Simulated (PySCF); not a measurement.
C₂H₇AlFN.

```xyz
12

Al    -0.1051     0.5216     0.0000
F     -1.3515     1.6386     0.0000
C      1.7438     1.1197     0.0000
H      2.4596     0.2822     0.0000
H      1.9543     1.7432     0.8854
H      1.9543     1.7432    -0.8854
N     -0.6121    -1.1769     0.0000
C      0.2066    -2.3758     0.0000
H     -1.6064    -1.3927     0.0000
H      0.0371    -3.0110    -0.8905
H      0.0371    -3.0110     0.8905
H      1.2758    -2.1082     0.0000
```

Geometry optimised at B3LYP-D3(BJ)/def2-SVP. The structure was generated by enumeration; whether it is a known compound was not checked. Other conformers were not sampled.

The numbers are results of PBE/pcSseg-1 run with PySCF, not measurements. Non-relativistic, no solvent.

Computed absolute GIAO shielding of each atom: isotropic value and principal components (ppm):
```csv
atom,σ(iso),σ11,σ22,σ33,span
Al1,391.4,344.4,352.5,477.2,132.8
F2,327.8,240.2,326.7,416.5,176.3
C3,201.6,194.7,204.8,205.3,10.6
H4,31.5,26.5,29.5,38.6,12.0
H5,31.6,27.1,28.2,39.4,12.4
H6,31.6,27.1,28.2,39.4,12.4
N7,211.5,166.8,211.0,256.8,90.0
C8,147.0,120.7,141.2,179.2,58.5
H9,30.2,22.4,29.2,38.9,16.4
H10,28.3,23.3,26.2,35.4,12.0
H11,28.3,23.3,26.2,35.4,12.0
H12,28.5,24.1,28.5,32.9,8.8
```
